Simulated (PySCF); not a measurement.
Working out the ionisation energy of Ni

Ni [Ar] 3d8 4s2 (3F) → Ni⁺ [Ar] 3d9 (2D). All numbers are calculated (PySCF 2.14, the spin-free X2C one-electron Hamiltonian (Gaussian nucleus), in ANO-RCC-VTZP (6s5p3d2f1g, 59 functions)). Frozen: [Ar]. Energies in hartree (1 hartree = 27.21139 eV):

| part | Ni (lower) | Ni⁺ (upper) |
| --- | --- | --- |
| UHF | -1519.099303 | -1518.796668 |
| CCSD correlation | -0.323470 | -0.341297 |
| (T) | -0.011151 | -0.013028 |

Q: What does Hartree-Fock give?

A: (-1518.796668) − (-1519.099303) = 0.302635 hartree = 8.235 eV.

Q: What do CCSD and CCSD(T) give?

A: The CCSD correlation energies differ by -0.017827 hartree = -0.485 eV and the triples by -0.001877 hartree = -0.051 eV, so CCSD gives 7.750 eV and CCSD(T) 7.699 eV.

A first-order spin-orbit estimate adds 0.052 eV to CCSD(T) (valence), giving 7.751 eV against 7.640 eV (measured; NIST Atomic Spectra Database, ionization energies).

What remains against the reference includes basis incompleteness, the frozen core and higher excitations.
